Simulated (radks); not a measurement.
Initial-state core-level shifts of neutral ruthenium when its valence configuration changes from [Kr] 4d7 5s1. Method: scalar-relativistic Kohn-Sham, PBEsol, spin-unpolarised, spherical densities, finite nucleus; Fermi nuclear charge, rms radius 4.4809 fm; computed with a radial shooting solver on a logarithmic mesh with Libxc functionals. Shifts are changes of the shell-averaged eigenvalues in eV (positive: less bound); the change of the density at the nucleus, which sets a Mossbauer isomer shift, is in e/bohr^3, on a base of 1.123e+05.

valence               1s       3s       4s       4p  density at nucleus
4d6 5s1 5p1       -4.985   -5.117   -4.881   -4.735               +4.77
4d5 5s1 5p2      -10.286  -10.573   -9.890   -9.540              +10.66
4d6 5p2           -6.362   -6.475   -6.265   -6.120              -11.43
4d7 5p1           -1.597   -1.566   -1.621   -1.637              -13.40
4d8               +2.789   +2.927   +2.791   +2.681              -14.33
4d6 5s2           -3.432   -3.586   -3.320   -3.170              +19.06
4d7 5s0.5 5p0.5   -0.837   -0.822   -0.850   -0.858               -6.44
4d4 5s1 5p3      -15.938  -16.387  -15.038  -14.438              +17.59
4d6.5 5s1 5p0.5   -2.463   -2.525   -2.432   -2.367               +2.25
